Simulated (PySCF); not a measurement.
# Bond length, frequency and bond energy of BeH by level of theory

State: ²Σ⁺ (doublet), unpaired electrons σ ↑. Set-up: PySCF, no relativity, basis sets Be 6-31G(d,p), H 6-31G(d,p). De refers to Be + H in their ground configurations, without counterpoise correction. The functionals are run spin-unrestricted. A positive dipole means Be(−)H(+).

| Level | Re (Å) | ωe (cm⁻¹) | De (eV) | μ (D) | CPU s a point (SCF and correlation, without the integrals) |
| --- | --- | --- | --- | --- | --- |
| UHF | 1.347 | 2142 | 2.25 | -0.33 | 0.03 |
| UHF-MP2 | 1.340 | 2154 | 2.26 | n/a | 0.039 |
| UHF-SCS-MP2 | 1.340 | 2152 | 2.23 | n/a | n/a |
| UHF-CCSD | 1.344 | 2103 | 1.96 | n/a | n/a |
| UHF-CCSD(T) | 1.345 | 2098 | 1.97 | n/a | 0.24 |
| PBE | 1.363 | 1998 | 2.42 | -0.24 | 0.23 |
| PBEsol | 1.371 | 1976 | 2.48 | -0.25 | 0.17 |
| revPBE | 1.365 | 1992 | 2.40 | -0.26 | 0.17 |
| r²SCAN | 1.357 | 2034 | 2.63 | -0.30 | 0.33 |
| PBE0 | 1.356 | 2049 | 2.44 | -0.27 | 0.34 |
| MN15 | 1.345 | 2089 | 2.28 | -0.58 | 0.34 |
| ωB97X | 1.360 | 2022 | 2.38 | -0.21 | 0.25 |

The bond length runs from 1.340 Å (UHF-SCS-MP2) to 1.371 Å (PBEsol). De spans 1.96 eV (UHF-CCSD, coupled cluster) to 2.63 eV (r²SCAN, meta-GGA). Correlation at CCSD(T) changes the Hartree–Fock bond energy by -0.28 eV; the triples alone change it by +0.01 eV.

Correlated steps freeze no core orbitals. Correlated levels converge slowly with the basis: in double zeta they bind strong bonds too weakly, by up to about 1 eV, and carry superposition errors of some tenths. The state was picked by a PBE0 search and need not be the measured ground state.

The whole job (state search and all levels along the bond) took about 0.49 min on 1 thread of Intel Xeon Platinum 8375C @ 2.90GHz (shared host), peak memory 0.3 GiB.
